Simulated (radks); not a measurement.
Problem. These are the eigenvalues of the occupied orbitals of an atom or ion with whole-number occupations (eV). All-electron calculation, Dirac Kohn-Sham, PBE, spin-unpolarised, spherical densities, finite nucleus; Fermi nuclear charge, rms radius of each element as measured or else 0.836 A^(1/3) + 0.57 fm. Program: a radial shooting solver on a logarithmic mesh with Libxc functionals.

orbital  eigenvalue
1s1/2     -89220.74
2s1/2     -17020.27
2p1/2     -16402.17
2p3/2     -14213.93
3s1/2     -5074.459
3p1/2     -4796.360
3p3/2     -4303.363
3d3/2     -3846.323
3d5/2     -3741.486
4s1/2     -2043.960
4p1/2     -1922.336
4p3/2     -1781.152
4d3/2     -1584.054
4d5/2     -1555.343
4f5/2     -1312.449

Which element is it, and in what charge state? The configuration may be excited. Open shells, if any, fill j = l - 1/2 first.

Solution. Z = 82, lead, charge +34: Pb34+ in [Kr] 4d10 4f2. The list shows which subshells hold electrons but not how many an open one holds; the 1s level, -3278.8 hartree, gives Z - s = 81.0 by -(Z - s)^2/2, which with screening and relativity narrows Z to a few neighbours, and the depths of the outer levels then fix element, charge and occupations together.
